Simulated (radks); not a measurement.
Results of a calculation; reference values are marked as such.
Problem. The lutetium ion Lu6+ is in [Xe] 4f11. Level of theory: scalar-relativistic Kohn-Sham, r2SCAN, spin-polarised, spherical densities, finite nucleus; meta-GGA in the generalised Kohn-Sham scheme; Fermi nuclear charge, rms radius of each element as measured or else 0.836 A^(1/3) + 0.57 fm (a radial shooting solver on a logarithmic mesh with Libxc functionals). Open shells are filled with parallel spins first. One electron is removed from 5p, 4d, 5s, 4f in turn, with full relaxation. Which removal costs least, and what does each cost?

Solution. 4f 118.39 eV; 5p 120.38 eV; 5s 155.33 eV; 4d 307.92 eV. The 4f electron leaves first.
